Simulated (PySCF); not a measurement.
# Relaxation of doublet OsH₃

All numbers come from PySCF, UPBE0, basis Os def2-TZVP with ECP60, H def2-TZVP (scalar-relativistic core potentials, no spin–orbit coupling, density fitting). A (50,194) grid was used.

A start displaced from a saddle point along its imaginary mode, of C3v symmetry, held to at least that symmetry:

Coordinates in bohr (charge 0 multiplicity 2):
```
Os    0.0000    0.0000   -0.0036
H     3.0198    0.0000    0.2268
H    -1.5099    2.6152    0.2268
H    -1.5099   -2.6152    0.2268
```

Question: What does it relax to?

Answer: It ends at C3v with Os–H 1.583 Å (×3); H–Os–H 103.8° (×3). A frequency run shows a minimum.

Question: How much energy is released, and in how many steps?

Answer: 61.4 kJ/mol in 6 steps.

Other spin states or occupations of the open shell can lie lower. No spin–orbit coupling is included, which matters more the heavier the element.

The relaxation took roughly 40 core-seconds on a shared host.
